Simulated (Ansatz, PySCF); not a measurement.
Ga(Br)2(OH) (Br2GaHO), SMILES [Br][Ga]([OH])[Br]. Atoms are numbered in the order given.

```xyz
5

Ga     0.5760    -0.0608     0.0000
Br    -0.4406     1.9726     0.0000
Br    -0.6263    -1.9724     0.0000
O      2.3387    -0.1869     0.0000
H      2.7881     0.6661     0.0000
```
Charge 0, spin multiplicity 1.

Geometry optimised at PBE0-D3(BJ)/def2-SVP. The structure was generated by enumeration; whether it is a known compound was not checked. One conformer was computed; it need not be the lowest.

Two levels are set side by side: PBE-D3(BJ)/def2-SVP (Ansatz, a program for electronic structure) and PBE0-D3(BJ)/def2-SVP (Ansatz). Each level has its own optimised geometry; the coordinates shown are those of the second. Frequencies come from the Hessian of PySCF at each geometry. Differences are taken from unrounded values.

```csv
quantity,PBE0-D3(BJ)
mean bond length (Å),1.816
bond Ga1–Br2 (Å),2.273
bond Ga1–Br3 (Å),2.258
bond Ga1–O4 (Å),1.767
bond O4–H5 (Å),0.964
highest harmonic wavenumber (cm⁻¹),3899
mean harmonic wavenumber (cm⁻¹),757
zero-point energy (kcal/mol),9.74
```

### Question
What does PBE-D3(BJ) give, and how far is it from PBE0-D3(BJ)? (The exact figures need the calculation; the answer reports its results.)

### Answer

```tsv
quantity	PBE-D3(BJ)	PBE-D3(BJ) minus PBE0-D3(BJ)
mean bond length (Å)	1.835	0.019
bond Ga1–Br2 (Å)	2.294	0.021
bond Ga1–Br3 (Å)	2.278	0.019
bond Ga1–O4 (Å)	1.790	0.023
bond O4–H5 (Å)	0.977	0.013
highest harmonic wavenumber (cm⁻¹)	3714	-184
mean harmonic wavenumber (cm⁻¹)	726	-31
zero-point energy (kcal/mol)	9.35	-0.40
```

Exact exchange shortens and stiffens bonds; PBE has none. Differences between two approximate levels are no errors against the true value.
